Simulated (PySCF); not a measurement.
## Shapes and spin states of [TaO2]-

Computed with PBE0/[Ta def2-SVPD with ECP60, O def2-SVPD], scalar-relativistic core potentials, density fitting, no spin–orbit coupling, PySCF.

Relaxations began from a few typed shapes and spin states; open shells are unrestricted. The search is not exhaustive: other isomers or separated fragments can lie lower, and high-lying points may rest on an excited occupation.

```tsv
spin	group	bonds	angles	imaginary modes (cm⁻¹)	ΔE (kJ/mol)	ΔE with ZPE (kJ/mol)
singlet	C2v	Ta–O 1.752 Å (×2)	O–Ta–O 107.9°	none	0.0	0.0
singlet (closed shell, unstable to spin polarisation)	C2v	Ta–O 1.752 Å (×2)	O–Ta–O 107.8°	none	0.4	0.3
triplet	C2v	Ta–O 1.774 Å (×2)	O–Ta–O 113.0°	none	61.8	60.9
singlet (closed shell, unstable to spin polarisation)	D∞h	Ta–O 1.841 Å (×2)	O–Ta–O 180.0°	304i, 304i	215.2	–
triplet	C2v	O–O 1.433 Å, Ta–O 1.966 Å (×2)	O–O–Ta 68.6° (×2), O–Ta–O 42.8°	543i	590.5	–
singlet (closed shell, unstable to spin polarisation)	C2v	O–O 1.437 Å, Ta–O 1.944 Å (×2)	O–O–Ta 68.3° (×2), O–Ta–O 43.4°	none	664.2	663.3
broken-symmetry Ms = 0 (⟨S²⟩ 1.00)	C∞v	O–O 1.336 Å, Ta–O 1.782 Å	O–O–Ta 180.0°	none	707.5	707.1
singlet (closed shell, unstable to spin polarisation)	C∞v	O–O 1.334 Å, Ta–O 1.780 Å	O–O–Ta 180.0°	none	761.2	760.9
```

The lowest minimum found is the singlet C2v: Ta–O 1.752 Å (×2); O–Ta–O 107.9°.

Formally Ta is in oxidation state +3, d2, with 0 unpaired electrons (the high-spin count would be 2). The polar-tensor charge on Ta, 0.56, is far below the formal one.

For the lowest minimum: the lowest empty level of this anion is unbound, so it and the gap depend on the basis. With an element this heavy the missing spin–orbit coupling can shift these numbers.

The electron or spin density has lower symmetry than the nuclear frame for the broken-symmetry Ms = 0 (⟨S²⟩ 1.00) C∞v at 707.5 kJ/mol.
